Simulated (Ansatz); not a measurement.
The same ligand exchange along the group B, Al, Ga, In.

Gas-phase electronic energies from Ansatz, PBE0-D4/def2-TZVP geometries. CCSD(T)/CBS is the MP2 limit (def2-TZVPP, def2-QZVPP) plus CCSD(T) − MP2 in def2-TZVPP, frozen cores. This one scheme is used for every species. Functionals use def2-TZVPP. def2 core potentials past Kr. For Ga, In, Se outer-core shells are correlated without core-valence functions, which leaves a few kJ/mol of doubt a bond. Scalar relativity is left out up to krypton.

| reaction | CCSD(T)/CBS(def2) (kJ/mol) |
| --- | --- |
| `BN` + H₂Se → `B[SeH]` + NH₃ | 49 |
| `[NH2][AlH2]` + H₂Se → `[AlH2][SeH]` + NH₃ | -31 |
| `[NH2][GaH2]` + H₂Se → `[GaH2][SeH]` + NH₃ | ? |
| `[NH2][InH2]` + H₂Se → `[SeH][InH2]` + NH₃ | -102 |

Task: Fill in the missing values. (Estimate.)

Result: Ansatz gave: `[NH2][GaH2]` + H₂Se → `[GaH2][SeH]` + NH₃: -63.2 kJ/mol.

Largest T1 diagnostic: 0.016, for `[NH2][InH2]`.
